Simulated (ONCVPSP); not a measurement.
P (Z = 15): excitation energies, all-electron against ONCV

| Quantity | Value |
| --- | --- |
| Element | phosphorus |
| Generator | ONCVPSP 4.0.1 |
| Type | optimised norm-conserving Vanderbilt (ONCV) |
| Functional | PBE |
| Relativity | non-relativistic |
| Frozen core | [Ne] |
| Valence charge | 5 |
| Reference configuration | 3s1.75 3p3.25 |
| Partial waves | 3s: rc 1.55 bohr, ncon 3, nbas 7, qcut 4 1/bohr, 1 projector; 3p: rc 1.80 bohr, ncon 4, nbas 9, qcut 4.7 1/bohr, 3 projectors, debl 0.3 Ha; d scattering state at 0.47 Ha: rc 1.95 bohr, ncon 4, nbas 8, qcut 4.9 1/bohr, 2 projectors, debl 3 Ha |
| Local potential | polynomial inside 1.25 bohr (lpopt 5, dvloc0 2 Ha) |
| Core correction | none |

Energies are relative to the spin-unpolarised reference configuration 3s1.75 3p3.25; without spin polarisation the order of configurations can differ from experiment.

(1) Give the all-electron excitation energy and the error of the potential for: 3s2 3p3; 3s2 3p2; 3s2 3p1; 3s0 3p5.

Note: ghosts flagged at negative energy: p at -376.0 eV; GHOST(+) flags only above 600 eV. A true bound ghost makes a file unfit for plane-wave use.

Results:

(1)

```json
{"valence configuration": "3s2 3p3", "charge": "0", "ΔE all-electron (eV)": "-2.099", "error AE − PS (meV)": "-0.4"}
{"valence configuration": "3s2 3p2", "charge": "+1", "ΔE all-electron (eV)": "7.643", "error AE − PS (meV)": "+0.7"}
{"valence configuration": "3s2 3p1", "charge": "+2", "ΔE all-electron (eV)": "26.802", "error AE − PS (meV)": "+14"}
{"valence configuration": "3s0 3p5", "charge": "0", "ΔE all-electron (eV)": "14.924", "error AE − PS (meV)": "+0.1"}
```
